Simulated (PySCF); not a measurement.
Level of theory: TPSSh-D3(BJ)/def2-TZVP // PBE0-D3(BJ)/def2-SVP in PySCF. Isolated molecules, 0 K electronic values unless said otherwise. One relaxed conformer stands for a flexible species; it need not be the lowest. Delta-SCF ions had no search for a lower state. Excitations are Tamm–Dancoff values on a coarser integration grid. The basis has no diffuse functions, so Rydberg states are missing or too high.

Reference species (SMILES): `BC1(C#N)CCCCC1` (neutral, multiplicity 1).

The vertical ionisation energy (Delta-SCF) is 10.23 eV, the S1–T1 gap (TDA) is 0.84 eV and the T1 excitation (TDA) comes out as 4.37 eV. The LUMO is -2.37 eV.

Changed species: `B[C@H]1CC[C@@H](C#N)CC1`.

Q: What does the change do to the vertical ionisation energy (Delta-SCF), S1–T1 gap (TDA), T1 excitation (TDA) and LUMO?

A: the vertical ionisation energy (Delta-SCF) falls by 0.28 eV, to 9.95 eV; the S1–T1 gap (TDA) drops by 0.31 eV, to 0.53 eV; the T1 excitation (TDA) increases by 0.47 eV, to 4.84 eV; the LUMO increases by 0.44 eV, to -1.93 eV.
